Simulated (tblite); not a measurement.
C₃H₂ClF₂O (doublet state).
InChI=1S/C3H2ClF2O/c4-2-1-7-3(2,5)6/h1-2H/t2-/m0/s1

Structure optimised with GFN2-xTB, isolated species. This method treats the open shell by occupation alone, without spin polarisation.

Masses are those of the commonest isotopes; rigid-rotor values at the optimised geometry. 

What are A, B and C (cm⁻¹)?

Ia = 136.56, Ib = 281.18, Ic = 332.32 u·Å²; 505379 MHz·u·Å²/I gives 3701, 1797 and 1521 MHz, that is A = 0.12344, B = 0.05995, C = 0.05073 cm⁻¹.

What kind of rotor is it?

An asymmetric top; Ray's κ = -0.746.

Is it planar, by Δ = Ic − Ia − Ib?

Not planar: Δ = Ic − Ia − Ib = -85.43 u·Å². For a rigid frame Δ = −2 Σ m c², so Σ m c² = 42.71 u·Å² lies off the ab plane: 3.27 from hydrogen and 39.44 from heavier atoms. The atom farthest from that plane is 1.72 Å away.

Give the other two planar moments, Paa and Pbb, and the rms extents of the mass along the axes.

Paa = Σ m a² = (Ib + Ic − Ia)/2 = 238.46 and Pbb = Σ m b² = (Ia + Ic − Ib)/2 = 93.85 u·Å². With the mass M = 126.98 u, the rms extents √(P/M) along a, b and c are 1.37, 0.86, 0.58 Å.

Give the coordinates in the principal-axis frame, origin at the centre of mass.

The sense of each axis is arbitrary; atoms in the order of the calculation.
| atom | mass (u) | a (Å) | b (Å) | c (Å) |
| --- | --- | --- | --- | --- |
| F1 | 18.998 | -0.675 | -1.198 | -0.823 |
| C2 | 12.000 | -0.832 | -0.168 | 0.007 |
| F3 | 18.998 | -1.788 | -0.527 | 0.877 |
| O4 | 15.995 | -1.137 | 1.017 | -0.662 |
| C5 | 12.000 | -0.043 | 1.651 | -0.080 |
| C6 | 12.000 | 0.438 | 0.451 | 0.632 |
| Cl7 | 34.969 | 1.982 | -0.277 | 0.047 |
| H8 | 1.008 | 0.416 | 2.504 | -0.534 |
| H9 | 1.008 | 0.484 | 0.464 | 1.720 |

For this open shell read J as N, the rotation without spin; fine and hyperfine splittings come on top. Its GFN2-xTB frequencies are all real (lowest 100 cm⁻¹). Constants of a rigid frame at the computed geometry: no zero-point averaging, no centrifugal distortion.
